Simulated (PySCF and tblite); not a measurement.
Values are calculated unless marked as measured or tabulated.
C5H9FO, numbered as in [F:1][C@H:2]1[CH2:3][CH2:4][CH2:5][CH2:6][O:7]1.

Level: PBE0-D3(BJ)/def2-TZVP//PBE0-D3(BJ)/def2-SVP, thermal terms from GFN2-xTB, symmetry numbers and mirror pairs counted. Conformers within 4 kcal/mol (GFN2-xTB free energy) were kept, 5 at most. Codes: tblite and PySCF.

Rotational constants are equilibrium values for the commonest isotopes; dipoles come from the energy level named.

The 6-ring runs over atoms 2–3–4–5–6–7.

```json
{"conformer": "1", "shape": "6-ring chair (F1 axial)", "symmetry": "C1", "weight %": "97.0"}
{"conformer": "2", "shape": "6-ring chair (all substituents equatorial)", "symmetry": "C1", "weight %": "2.7"}
{"conformer": "3", "shape": "6-ring twist-boat (ring torsions -61, 29, 32, -69, 35, 29°)", "symmetry": "C1", "weight %": "0.2"}
{"conformer": "4", "shape": "6-ring twist-boat (ring torsions 26, 29, -60, 29, 31, -61°)", "symmetry": "C1", "weight %": "0.1"}
{"conformer": "5", "shape": "6-ring twist-boat (ring torsions -30, 62, -35, -26, 61, -29°)", "symmetry": "C1", "weight %": "0.1"}
```

Sets of constants, in random order:

```tsv
set	A (MHz)	B (MHz)	C (MHz)	abs μa (D)	abs μb (D)	abs μc (D)
P	4464	2442	1861	2.19	1.06	0.19
Q	3790	2812	2107	1.63	0.99	0.48
R	3599	2886	2234	1.62	0.96	0.28
S	3540	2912	2263	1.71	1.00	1.18
T	4615	2368	1707	2.68	1.01	0.92
```

(1) Match each set to its conformer.

## Answers

(1) P is conformer 3, Q is conformer 1, R is conformer 5, S is conformer 4, T is conformer 2.
